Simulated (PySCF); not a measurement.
Species: C2H3BF2S.
SMILES with atom numbers: `[F:1][B:2]([F:3])[C@@H:4]1[CH2:5][S:6]1` (hydrogens: H7 on C4; H8, H9 on C5)

Torsions of this conformer, `[F:1][B:2]([F:3])[C@@H:4]1[CH2:5][S:6]1`: F1–B2–C4–C5 179°.

The closed-shell ground state was solved at several levels (PySCF, density fitting, gas phase, non-relativistic). The structure is a single PBE0-D3(BJ)/def2-SVP conformer in the gas phase; no vibrational or solvent corrections.

```json
{"level": "PBE0/pcSseg-0", "basis functions": "64", "HOMO (eV)": "-7.30", "LUMO (eV)": "-0.98", "gap (eV)": "6.32", "dipole (D)": "2.47"}
{"level": "PBE/pcSseg-2", "basis functions": "265", "HOMO (eV)": "-5.80", "LUMO (eV)": "-1.94", "gap (eV)": "3.86", "dipole (D)": "2.21"}
{"level": "PBE0/aug-cc-pVDZ", "basis functions": "169", "HOMO (eV)": "-7.03", "LUMO (eV)": "-1.00", "gap (eV)": "6.03", "dipole (D)": "2.28"}
{"level": "PBE0/IGLO-III", "basis functions": "249", "HOMO (eV)": "-6.96", "LUMO (eV)": "-0.88", "gap (eV)": "6.08", "dipole (D)": "2.21"}
{"level": "HF/pcSseg-2", "basis functions": "265", "HOMO (eV)": "-9.92", "LUMO (eV)": "2.42", "gap (eV)": "12.34", "dipole (D)": "2.57"}
```

Problem. What might wB97X-D/pcSseg-2 (265 basis functions) give for the same quantities?

Solution. HOMO -8.91 eV, LUMO 0.85 eV, gap 9.76 eV, dipole 2.32 D.

Problem. Over all these levels, which gives the widest orbital gap and which the narrowest?

Solution. HF/pcSseg-2 (Hartree–Fock, all exact exchange) has the widest, 12.34 eV, and PBE/pcSseg-2 (GGA) the narrowest, 3.86 eV. The two share the basis. From the narrowest to the widest the HOMO moves by -4.12 eV and the LUMO by +4.36 eV.

Problem. How much does the basis alone move the frontier levels among the 3 PBE0 rows?

Solution. The HOMO by 0.34 eV and the LUMO by 0.12 eV. By rising basis size (HOMO, LUMO in eV): pcSseg-0 -7.30, -0.98; aug-cc-pVDZ -7.03, -1.00; IGLO-III -6.96, -0.88.

Problem. How far do the dipole and the HOMO energy spread over the levels?

Solution. The dipole runs from 2.21 to 2.57 D (mean 2.34 D) and the HOMO from -9.92 to -5.80 eV.
